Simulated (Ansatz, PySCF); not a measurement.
Gas-phase reaction in SMILES: CCB(N)N → CCB([NH])N + H atom (the H-N bond at the site shown breaks; other sites are not compared here)
Geometries: B3LYP-D3(BJ)/def2-TZVP minima from Ansatz (a first-principles code), one conformer each, not searched for the lowest. Frequencies are from Ansatz or PySCF.

Wanted: bond dissociation energy (0 K, with B3LYP-D3(BJ) harmonic zero-point energies), in kcal/mol. Correlated levels leave the core frozen unless marked. UHF or UKS for open shells. No spin-orbit coupling. Non-relativistic. CBS(X,Y): correlation extrapolated as X^-3; Hartree-Fock from the larger set.

```csv
level,program,bond dissociation energy (kcal/mol)
SVWN5/def2-TZVPD,Ansatz,122.8
PBE-D4/def2-TZVPD,Ansatz + dftd4,(withheld)
PBE0-D4/def2-TZVP,Ansatz + dftd4,(withheld)
CAM-B3LYP/def2-TZVPD,Ansatz,110.0
LC-wPBE/def2-TZVPD,Ansatz,109.1
wB97X-V/def2-TZVPD,Ansatz,110.4
B2GP-PLYP-D3(BJ)/def2-TZVPD,Ansatz + dftd3,109.9
PBE-QIDH/def2-TZVPD,Ansatz,(withheld)
SCS-MP2/STO-3G,Ansatz,109.3
CCSD/STO-3G,Ansatz,109.0
CCSD/cc-pVQZ,Ansatz,(withheld)
"CCSD(T)/CBS(cc-pVTZ,cc-pVQZ)",Ansatz,112.8
```

Q: Complete the blanks.

A: 
- PBE-D4/def2-TZVPD, bond dissociation energy (kcal/mol): 107.5
- PBE0-D4/def2-TZVP, bond dissociation energy (kcal/mol): 107.9
- PBE-QIDH/def2-TZVPD, bond dissociation energy (kcal/mol): 109.8
- CCSD/cc-pVQZ, bond dissociation energy (kcal/mol): 110.8
